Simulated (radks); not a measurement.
Sb-, configuration [Kr] 4d10 5s2 5p4. Method: scalar-relativistic Kohn-Sham, r2SCAN, spin-polarised, spherical densities, finite nucleus; open shells are filled with parallel spins first (spin-orbit coupling, left out, can overturn this in heavy ions); meta-GGA in the generalised Kohn-Sham scheme; Fermi nuclear charge, rms radius 4.6802 fm; hard spherical wall at 3.5 bohr; computed with a radial shooting solver on a logarithmic mesh with Libxc functionals.

Unscreened Slater integrals over Kohn-Sham orbitals (cm^-1). They are taken over the spin-up orbitals. Empty in this configuration: 5d.

integral    value
F0(5p,5p)   95381
F2(5p,5p)   56000
F0(5p,5s)   97927
G1(5p,5s)   69804
F0(5p,4d)  113120
F2(5p,4d)   36567
G1(5p,4d)   14157
G3(5p,4d)   12736
F0(5p,5d)   92845
F2(5p,5d)   51839
G1(5p,5d)   59924
G3(5p,5d)   40616
F0(5s,5s)  101000
F0(5s,4d)  119250
G2(5s,4d)   18033
F0(5s,5d)   94939
G2(5s,5d)   43060
F0(4d,4d)  188550
F2(4d,4d)   94089
F4(4d,4d)   61805
F0(4d,5d)  111810
F2(4d,5d)   35114
F4(4d,5d)   18329
G0(4d,5d)   11871
G2(4d,5d)   14554
G4(4d,5d)   11870
F0(5d,5d)   91278
F2(5d,5d)   50695
F4(5d,5d)   36666

Derived for the open shells (J is the average intra-shell exchange parameter used in DFT+U). 5p: J = F2/5 = 11200 cm^-1.
